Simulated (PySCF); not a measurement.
Sn(F)4 cation (F₄Sn), SMILES [F][Sn]([F])([F])[F] (connectivity only; charge and spin as stated), charge +1, multiplicity 2.

The structure is a stationary point at PBE0-D3(BJ)/def2-SVP. The spin state was assumed, not searched. The isomer is the one that the SMILES or the coordinates give; other isomers of the formula were not compared. The def2 effective core potentials stand for the cores of Sn; spin–orbit coupling is left out.

All values below come from TDA-PBE/def2-SVPD run with PySCF 2.14.0.

Vertical excitations. The molecule is in vacuum.

Q: Give excitation energies, oscillator strengths and character. (An estimate is asked for; the answer gives what the named calculation found.)

A: 
| state | energy (eV) | λ (nm) | f | main pairs |
|---|---|---|---|---|
| root 1 | 1.16 | 1072 | 0.000 | β HOMO→LUMO 100 % |
| root 2 | 1.20 | 1036 | 0.000 | β HOMO−1→LUMO 97 % |
| root 3 | 1.25 | 988 | 0.000 | β HOMO−2→LUMO 100 % |
| root 4 | 1.36 | 913 | 0.000 | β HOMO−4→LUMO 97 % |
| root 5 | 1.39 | 894 | 0.000 | β HOMO−3→LUMO 100 % |
| root 6 | 1.99 | 624 | 0.000 | β HOMO−5→LUMO 100 % |
| root 7 | 2.58 | 480 | 0.000 | β HOMO−7→LUMO 100 % |
| root 8 | 3.00 | 414 | 0.002 | β HOMO−6→LUMO 54 %, β HOMO−9→LUMO 45 % |
| root 9 | 3.02 | 410 | 0.000 | β HOMO−8→LUMO 100 % |
| root 10 | 4.14 | 299 | 0.000 | α HOMO→LUMO 57 %, β HOMO→LUMO+1 43 % |
Unrestricted roots are not spin-pure.
